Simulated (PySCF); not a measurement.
C4H11FSi, SMILES [SiH2](CC(C)C)F. The structure is a stationary point at B3LYP-D3(BJ)/def2-SVP. The structure was generated by enumeration, and PubChem lists no compound with its InChIKey, so it may never have been made. Other conformers were not sampled.

Computed equilibrium geometry at B3LYP-D3(BJ)/def2-SVP (PySCF confirms it by a frequency run) as bond lengths and angles (one conformer of several):
Atoms: C1 C2 C3 C4 Si5 F6 H7 H8 H9 H10 H11 H12 H13 H14 H15 H16 H17. Bonds (Å): C1–C2 1.532, C1–H7 1.102, C1–H8 1.102, C1–H9 1.103, C2–C3 1.533, C2–C4 1.543, C2–H10 1.107, C3–H11 1.104, C3–H12 1.100, C3–H13 1.101, C4–Si5 1.872, C4–H14 1.107, C4–H15 1.106, Si5–F6 1.638, Si5–H16 1.489, Si5–H17 1.490. Bond angles (°): C2–C1–H7 111.3, C2–C1–H8 111.5, C2–C1–H9 110.7, H7–C1–H8 107.9, H7–C1–H9 107.7, H8–C1–H9 107.7, C1–C2–C3 110.9, C1–C2–C4 110.9, C1–C2–H10 107.6, C3–C2–C4 111.6, C3–C2–H10 107.9, C4–C2–H10 107.8, C2–C3–H11 110.4, C2–C3–H12 112.1, C2–C3–H13 111.0, H11–C3–H12 107.3, H11–C3–H13 107.6, H12–C3–H13 108.2, C2–C4–Si5 116.8, C2–C4–H14 109.9, C2–C4–H15 110.0, Si5–C4–H14 105.2, Si5–C4–H15 108.7, H14–C4–H15 105.5, C4–Si5–F6 110.7, C4–Si5–H16 110.4, C4–Si5–H17 111.1, F6–Si5–H16 107.2, F6–Si5–H17 107.1, H16–Si5–H17 110.2.
